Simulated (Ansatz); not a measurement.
System: C4H7Cl2, net charge 0, doublet state. It need not be the lowest isomer of its formula. 
Structure (B3LYP-D3(BJ)/def2-TZVP (Ansatz, a first-principles code) minimum search):
```
C
C 1 1.4825
H 2 1.0910 1 110.00
H 2 1.0922 3 108.82 1 122.21
H 2 1.0975 3 107.41 4 116.05
C 1 1.4877 2 124.81 3 -28.94
H 6 1.0920 1 108.84 2 28.70
H 6 1.0967 7 107.44 1 -118.73
C 6 1.5275 7 109.09 8 -114.81
H 9 1.0867 6 111.19 7 -177.51
H 9 1.0874 10 109.67 6 123.19
Cl 1 1.7359 2 116.60 3 170.58
Cl 9 1.8070 10 106.39 11 114.73
```
Charge 0, spin multiplicity 2.

Wanted: atomisation energy (electronic, to ground-state atoms), in kJ/mol. Cores are frozen in the correlated levels unless marked. UHF or UKS for open shells. Spin-orbit coupling is left out. No relativistic terms. The coupled-cluster limit lacks core correlation, which all-electron functionals hold. CBS(X,Y): correlation extrapolated as X^-3; Hartree-Fock from the larger set.

```tsv
level	program	atomisation energy (kJ/mol)
HF/6-31G	Ansatz	3373.1
LC-wPBE/def2-TZVPD	Ansatz	4852.4
PBE-QIDH/def2-TZVPD	Ansatz	4852.6
SCS-MP2/6-31G	Ansatz	4106.7
```

Q: What does CCSD(T)/CBS(cc-pV(T+d)Z,cc-pV(Q+d)Z) (Ansatz) give?

A: 4846.4 kJ/mol, so SCS-MP2/6-31G differs from it by -739.7 kJ/mol.
